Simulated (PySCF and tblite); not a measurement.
Values are calculated unless marked as measured or tabulated.
System: C₇H₁₂O, numbered as in [CH2:1]=[CH:2]/[CH:3]=[C:4](\[CH3:5])[O:6][CH2:7][CH3:8].

Motion: rotation about the C2–C3 bond (torsion C1–C2–C3–C4 from 180° to 330°, rising). GFN2-xTB gives an electronic barrier of 6.0 kcal/mol and a reaction energy of 2.8 kcal/mol.

PBE0/pcSseg-1 + D3(BJ) on GFN2-xTB geometries gives 5.8 kcal/mol and k(298 K) = 1.4×10⁹ s⁻¹.

(1) What does PBE0/pcSseg-1 + D3(BJ), IEF-PCM acetone give on GFN2-xTB geometries?

Programs: tblite and PySCF.

Results:

(1) A barrier of 6.5 kcal/mol, 0.8 above the first DFT barrier (from unrounded values), a reaction energy of 2.8 kcal/mol and, with GFN2-xTB thermal terms, ΔG‡(298 K) = 6.1 kcal/mol and k = 3.9×10⁸ s⁻¹ (2 equivalent paths).
